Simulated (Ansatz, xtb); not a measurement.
Relaxing a trial structure of GeH6SiSn

The starting geometry of this gas-phase singlet was built from a drawn formula by distance geometry and a force field; its bonds are those of `[SiH2]1[GeH2][SnH2]1`.

```yaml
atoms:
  - { symbol: Ge, position_ang: [2.5381, -1.6788, 0.1482] }
  - { symbol: Si, position_ang: [0.3536, -2.2968, 0.6119] }
  - { symbol: Sn, position_ang: [0.6645, 0.1671, 0.0815] }
  - { symbol: H, position_ang: [-0.2934, -3.0080, -0.5130] }
  - { symbol: H, position_ang: [0.1539, -2.5778, 2.0094] }
  - { symbol: H, position_ang: [3.0541, -2.0625, -1.2911] }
  - { symbol: H, position_ang: [3.4490, -1.6465, 1.3616] }
  - { symbol: H, position_ang: [0.7507, 1.1985, 1.5118] }
  - { symbol: H, position_ang: [0.2023, 0.6796, -1.5109] }
```

Problem. Where would you expect an optimisation with r2SCAN-D4/def2-SVP to take it?

Solution. It keeps its bonds, and is `[SiH2]1[GeH2][SnH2]1`.

The energy falls by 0.32 eV over 7 steps:

| step | E − E(last) (eV) |
| --- | --- |
| 1 | 0.318 |
| 2 | 0.027 |
| 3 | 0.025 |
| 4 | 0.003 |
| 5 | 0.001 |
| 6 | 0.000 |
| 7 | 0.000 |

Final geometry (Å):

```xyz
9

Ge    2.5786   -1.6396    0.1091
Si    0.3234   -2.3033    0.5990
Sn    0.7116    0.1945    0.0983
H    -0.3894   -3.1439   -0.4088
H     0.0107   -2.7243    1.9973
H     3.1871   -2.1064   -1.2193
H     3.5963   -1.6748    1.2563
H     0.6567    1.3293    1.3729
H     0.1979    0.8433   -1.3953
```

From the same start GFN2-xTB ends elsewhere, differing in Si2–Sn3 (4.35 against 2.58 Å here).

No frequencies were run, so the end isn't proven a minimum. Atoms past krypton carry core potentials, without spin–orbit terms. Run with Ansatz 0.2.0, 20 s on 2 threads of AMD EPYC 7R43 64-Core Processor (Zen 3) (shared host).
